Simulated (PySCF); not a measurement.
Computed shifts of a molecule C2H8N2Si, PySCF with PBE/pcSseg-1, GIAO, gas phase, equivalent atoms averaged, in ppm (number of nuclei): ¹³C: 177.4 (1), 34.5 (1). ¹⁵N: 401.9 (1), 29.4 (1). ²⁹Si: -27.2 (1). ¹H: 8.89 (1), 5.31 (1), 5.05 (1), 2.37 (3), 1.20 (1), 0.91 (1). References: ¹³C against TMS (σ = 182.0 ppm); ¹⁵N against NH3 (σ = 267.0 ppm); ²⁹Si against TMS (σ = 335.4 ppm); ¹H against TMS (σ = 31.49 ppm), references at their B3LYP-D3(BJ)/def2-TZVP geometries, non-relativistic. Geometry optimised at B3LYP-D3(BJ)/def2-SVP. One conformer was computed; it need not be the lowest.

Which structure fits?
(A) C/N=C/[SiH2]N
(B) C=C[SiH](N)N
(C) NC/C=N/[SiH3]
(D) C/C=N/[SiH2]N

D, C/C=N/[SiH2]N
